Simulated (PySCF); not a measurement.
Compound: CdBr2 (singlet state).
Geometry (PBE0-D3(BJ)/def2-SVP, Å), atoms numbered from 1 in this order:
```
atom  x, y, z in Å
Cd1   -0.0012   -0.0007    0.0000
Br2   -0.0210   -0.0267    2.4079
Br3    0.0221    0.0273   -2.4079
```

The calculation used TDDFT CAM-B3LYP/def2-SVPD, vertical, gas phase, core orbitals frozen in the response, def2 core potentials past Kr in PySCF 2.14.0, density-fitted response routines. Spin–orbit coupling is left out.

Each state is given a Gaussian of 0.4 eV full width at half maximum, with ε(max) = 2.175×10⁸ f / Δν̃ (Δν̃ the width in cm⁻¹). The width is an assumption, not a result. The curve ends short of the highest state used, and states not computed would add to its high-energy end.

```
E (eV)  ε (L mol⁻¹ cm⁻¹)
  4.26                 0
  4.33                 0
  4.40                 0
  4.47                 0
  4.55                 1
  4.62                 3
  4.69                12
  4.76                47
  4.83               151
  4.90               409
  4.97               936
  5.04              1809
  5.11              2948
  5.18              4055
  5.25              4706
  5.32              4609
  5.39              3809
  5.46              2656
  5.54              1429
  5.61               693
  5.68               287
  5.75               115
  5.82                95
  5.89               227
  5.96               614
  6.03              1442
  6.10              2860
  6.17              4787
  6.24              6763
  6.31              8061
```

(1) Where are the band maxima, and which computed states make them?

(2) On this curve, what absorbance would a 10⁻³ mol/L sample give at 254 nm over a 1 cm path?

(3) Coming from long wavelengths, where does ε first pass 100 L mol⁻¹ cm⁻¹?

Results:

(1) 235 nm (5.28 eV), ε about 4800, made up of S3 (50%) and S4 (50%) (ε in L mol⁻¹ cm⁻¹; maxima over ε = 5, shares over 10%). At its high-energy end, 6.31 eV, the curve is still rising (ε about 8100, from S5). The states used: S1 4.86 eV (f 0.0000); S2 4.86 eV (f 0.0000); S3 5.28 eV (f 0.035); S4 5.28 eV (f 0.035); S5 6.35 eV (f 0.123); S6 6.56 eV (f 0.0000); S7 6.58 eV (f 0.0000); S8 6.58 eV (f 0.0000); S9 6.91 eV (f 0.0000).

(2) 254 nm is 4.881 eV, where ε is about 320 L mol⁻¹ cm⁻¹, so A = ε c l ≈ 0.32 (Beer–Lambert, with the gas-phase spectrum and the assumed width).

(3) At about 258 nm (4.81 eV), 0.06 eV below S1.

The vertical ionisation energy (ΔSCF) is 10.74 eV, 3.83 eV above S9.
